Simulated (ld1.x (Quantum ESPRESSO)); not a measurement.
## Which change was made? (Co, RRKJ)

```json
{"Element": "cobalt", "Generator": "ld1.x (Quantum ESPRESSO) 7.5", "Type": "norm-conserving RRKJ (Kleinman–Bylander form)", "Functional": "PBEsol", "Relativity": "scalar-relativistic", "Frozen core": "[Ar]", "Valence charge": "9", "Reference configuration": "3d7 4s2 4p0", "Partial waves": "4p (bound, empty): rc 3.15 bohr; 3d (bound): rc 1.00 bohr; 4s (bound): rc 2.25 bohr", "Local potential": "the s channel", "Core correction": "Bessel-smoothed model core inside 0.85 bohr"}
```

Cutoffs, loose and tight: the cutoffs (Ry, on a coarse ladder) from which the occupation-weighted sum of valence levels, in a spherical-Bessel basis at the reference potential, stays within 10 and 1 mRy of its value at 400 Ry. They do not see the model core or the augmentation charge, which bear on the density cutoff. Test errors are all-electron minus pseudo excitation energies from the reference, over the configurations 3d7 4s1 4p0; 3d7 4s0 4p0; 3d6 4s0 4p0; 3d7 4s1 4p1; 3d5 4s0 4p0; 3d7.5 4s1.5 4p0; 3d8 4s0 4p0; variants that change the core or the reference have their own tests.

The base gives: outcome: generated; cutoff, loose: 160 Ry; cutoff, tight: 230 Ry; bound ghosts: none; largest test error (meV): -2411.

Q: After one change the result is: outcome: generated; cutoff, loose: 90 Ry; cutoff, tight: 140 Ry; bound ghosts: none; largest test error (meV): -2992. Which change was it?
A. all radii but the core radius scaled by about 0.92 (s 2.08, p 2.92, d 0.92 bohr)
B. all radii but the core radius scaled by about 0.79 (s 1.78, p 2.48, d 0.78 bohr)
C. all radii but the core radius scaled by about 1.40 (s 3.14, p 4.40, d 1.40 bohr)

A: C. The others give: all radii but the core radius scaled by about 0.92 (s 2.08, p 2.92, d 0.92 bohr) → outcome: generated; cutoff, loose: 200 Ry; cutoff, tight: 230 Ry; bound ghosts: none; largest test error (meV): -2433 | all radii but the core radius scaled by about 0.79 (s 1.78, p 2.48, d 0.78 bohr) → outcome: generated; cutoff, loose: 260 Ry; cutoff, tight: 300 Ry; bound ghosts: none; largest test error (meV): -2560.
